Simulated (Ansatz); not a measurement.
Reactions of `C[SiH](O)[SiH](O)O`.

Computed with Ansatz on PBE0-D4/def2-TZVP structures; ΔE is electronic, products minus reactants. CCSD(T)/CBS adds triple-zeta CCSD(T) − MP2 to the extrapolated MP2 energy (def2 sets, frozen cores). This one scheme is used for every species. DFT in def2-TZVPP. def2 core potentials past Kr. For Ge, I, Se outer-core shells are correlated without core-valence functions, which leaves a few kJ/mol of doubt a bond. Scalar relativity is left out up to krypton. Each species was taken in one conformer, which may not be the lowest.

```json
{"reaction": "`C[SiH](O)[SiH](O)O` + `O[SiH](F)N[SiH3]` → `C[Si@H](O)N[Si@@H](O)F` + `O[SiH](O)[SiH3]`", "HF/CBS(def2) (kcal/mol)": "-8.8", "B2PLYP (kcal/mol)": "-9.3", "CCSD(T)/CBS(def2) (kcal/mol)": "-9.6"}
{"reaction": "`C[SiH](O)[SiH](O)O` + `[SiH3]I` → `C[SiH](O)I` + `O[SiH](O)[SiH3]`", "HF/CBS(def2) (kcal/mol)": "-5.6", "B2PLYP (kcal/mol)": "-5.9", "CCSD(T)/CBS(def2) (kcal/mol)": "-6.0"}
{"reaction": "`C[SiH](O)[SiH](O)O` + `[OH][GeH2][OH]` → `[OH][GeH2][O][SiH](O)O` + `C[SiH2]O`", "HF/CBS(def2) (kcal/mol)": "-46.4", "B2PLYP (kcal/mol)": "-40.0", "CCSD(T)/CBS(def2) (kcal/mol)": "-39.7"}
{"reaction": "`C[SiH](O)[SiH](O)O` + `C[SiH2]P` → `C[SiH](O)P` + `C[SiH2][SiH](O)O`", "HF/CBS(def2) (kcal/mol)": "-0.8", "B2PLYP (kcal/mol)": "-0.7", "CCSD(T)/CBS(def2) (kcal/mol)": "-0.8"}
{"reaction": "`C[SiH](O)[SiH](O)O` + `FCCl` → `O[SiH](O)CCl` + `C[SiH](O)F`", "HF/CBS(def2) (kcal/mol)": "-66.4", "B2PLYP (kcal/mol)": "-62.7", "CCSD(T)/CBS(def2) (kcal/mol)": "-64.0"}
{"reaction": "`C[SiH](O)[SiH](O)O` + `OBN[SiH2]O` → `O[SiH2]N[SiH](O)O` + `C[SiH](O)BO`", "HF/CBS(def2) (kcal/mol)": "7.2", "B2PLYP (kcal/mol)": "8.5", "CCSD(T)/CBS(def2) (kcal/mol)": "7.8"}
{"reaction": "`C[SiH](O)[SiH](O)O` + `NB(F)[SeH]` → `C[Si@H](O)[Si@H](O)F` + `NB(O)[SeH]`", "HF/CBS(def2) (kcal/mol)": "-4.8", "B2PLYP (kcal/mol)": "-4.1", "CCSD(T)/CBS(def2) (kcal/mol)": "-4.4"}
{"reaction": "`C[SiH](O)[SiH](O)O` + `O[SiH2][NH][AlH2]` → `C[SiH](O)N[SiH2]O` + `O[SiH](O)[AlH2]`", "HF/CBS(def2) (kcal/mol)": "7.3", "B2PLYP (kcal/mol)": "8.4", "CCSD(T)/CBS(def2) (kcal/mol)": "7.8"}
{"reaction": "`C[SiH](O)[SiH](O)O` + `[OH][GeH2][CH2][SiH](O)F` → `O[SiH](O)C[SiH](O)F` + `C[SiH](O)[GeH2][OH]`", "HF/CBS(def2) (kcal/mol)": "-9.4", "B2PLYP (kcal/mol)": "-9.2", "CCSD(T)/CBS(def2) (kcal/mol)": "-8.9"}
{"reaction": "`C[SiH](O)[SiH](O)O` + CH₃NH₂ → `CN[SiH](O)O` + `C[SiH2]O`", "HF/CBS(def2) (kcal/mol)": "-26.8", "B2PLYP (kcal/mol)": "-22.6", "CCSD(T)/CBS(def2) (kcal/mol)": "-22.2"}
```

Largest T1 diagnostic: 0.013, for `O[SiH](O)[AlH2]`.
